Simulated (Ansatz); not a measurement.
Consider the formal exchange of groups at a Ge–C bond: `N[C](F)(F)[GeH3]` + `BOCO` → `BO[CH2][GeH3]` + `NC(O)(F)F`.

Computed with Ansatz on PBE0-D4/def2-TZVP structures; ΔE is electronic, products minus reactants. CCSD(T)/CBS is the MP2 limit (def2-TZVPP, def2-QZVPP) plus CCSD(T) − MP2 in def2-TZVPP, frozen cores. DFT in def2-TZVPP. B3LYP here is the variant with VWN-RPA as its local correlation; programs differ in this. For Ge outer-core shells are correlated without core-valence functions, which leaves a few kJ/mol of doubt a bond. Scalar relativity is left out up to krypton. Each species was taken in one conformer, which may not be the lowest.

```tsv
level	ΔE (kJ/mol)	difference from CCSD(T)/CBS
PBE0-D4	-56.0	-1.5
B3LYP-D4	-49.8	4.7
ωB97X-V	-55.6	-1.1
ωB97M-V	-56.9	-2.4
B2PLYP	-53.5	1.0
PBE	-47.4	7.1
r2SCAN	-54.9	-0.4
PBE0	-56.0	-1.5
B3LYP	-49.8	4.7
HF/def2-TZVPP	-64.8	-10.3
MP2/def2-TZVPP	-59.7	-5.2
SCS-MP2/def2-TZVPP	-57.2	-2.7
CCSD/def2-TZVPP	-59.5	-5.0
HF/CBS(def2)	-63.5	-9.0
MP2/CBS(def2)	-56.2	-1.7
CCSD/CBS(def2)	-55.9	-1.4
CCSD(T)/CBS	-54.5	0
```

Largest T1 diagnostic among the species: 0.013.

In def2-TZVPP, CCSD(T) changes the Hartree–Fock value by +6.7 kJ/mol (the triples alone add +1.4 kJ/mol) and MP2 by +5.1 kJ/mol. From PBE to PBE0 (25 % exact exchange), in def2-TZVPP and without D4, ΔE moves by −8.5 kJ/mol.
